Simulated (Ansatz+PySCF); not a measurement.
# triplet VN: levels of theory in one basis

```xyz
2

V     0.0000    0.0000    0.0000
N     0.0000    0.0000    1.5660
```

Basis set: def2-SVP (spherical functions). Left uncorrelated: 6 orbitals. Correlation on ROHF uses semicanonical orbitals with singles. Charge 0, multiplicity 3.

Computed with Ansatz (development build ahead of 0.2.0); each method stands on the lowest determinant of its kind that the runs found.

```json
{"method": "ROHF", "E − E(ROHF) (eV)": "0.00", "<S²> of the determinant": "2.00"}
{"method": "UHF", "E − E(ROHF) (eV)": "-1.70", "<S²> of the determinant": "3.28"}
{"method": "ROHF-MP2", "E − E(ROHF) (eV)": "-15.07", "<S²> of the determinant": "–"}
```

(1) What does UHF-MP2 give on the same scale?

(2) Is a single determinant a sound starting point here?

## Answers

(1) -11.91 eV.

(2) It is doubtful. Unrestricted orbitals lower Hartree–Fock by 1.70 eV and <S²> is 3.28 where a pure state has 2.00, a sign of strong static correlation.

Caution: another spin multiplicity may lie lower. Caution for ROHF, ROHF-MP2: an unrestricted determinant lies well below. Caution for UHF, UHF-MP2: the unrestricted determinant is a mixture of spin states.
